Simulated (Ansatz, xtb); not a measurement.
**Relative energy of two isomers of C5H8Si**

Structure I: `CC1=CC=C[SiH2]1`, a singlet. Structure II: `CC1=C[SiH2]C=C1`, a singlet. Both are isolated molecules in the gas phase, relaxed with B3LYP/def2-SVP.

Q: Estimate E(II) − E(I) at the level CCSD(T)/def2-SVP + ΔMP2/def2-TZVPP.

A: Calculated at CCSD(T)/def2-SVP + ΔMP2/def2-TZVPP: E(II) − E(I) = −0.090 eV, so structure II lies lower.

The same difference at several levels:

```tsv
level	geometry	E(II) − E(I) (eV)	departure from the last row (eV)	job, with rough time for the two
GFN2-xTB	GFN2-xTB	−0.038	+0.052	optimisation, 0.12 s
HF/STO-3G	GFN2-xTB	−0.041	+0.049	single point, 0.42 s
r2SCAN-D4/def2-SVP	GFN2-xTB	−0.074	+0.017	single point, 3.4 s
B3LYP/def2-SVP	B3LYP/def2-SVP	−0.055	+0.035	optimisation, 28 s
HF/def2-SVP	B3LYP/def2-SVP	−0.081	+0.009	part of the CCSD(T) run
MP2/def2-SVP	B3LYP/def2-SVP	−0.078	+0.012	part of the CCSD(T) run
CCSD(T)/def2-SVP	B3LYP/def2-SVP	−0.077	+0.013	single point
CCSD(T)/def2-SVP + ΔMP2/def2-TZVPP	B3LYP/def2-SVP	−0.090		single point, 50 s
```

As drawn, both hold the same kinds of bond in the same numbers.

The levels shown agree on the order. The largest departure from CCSD(T)/def2-SVP + ΔMP2/def2-TZVPP is that of GFN2-xTB, 0.052 eV. The last row adds to CCSD(T) the change of the MP2 difference between the two basis sets, here −0.013 eV.

With thermal terms from frequencies at re-optimised GFN2-xTB minima (ideal gas, soft modes damped towards free rotors, one conformer each, 298.15 K, 1 atm): the zero-point term adds −0.001 eV; ΔH is −0.093 and ΔG −0.089 eV.

The correlated steps freeze 10 core orbitals. Run with Ansatz 0.2.0, xtb 6.7.1; the last row on 2 threads of Intel(R) Xeon(R) 6975P-C (Granite Rapids) on a shared host.
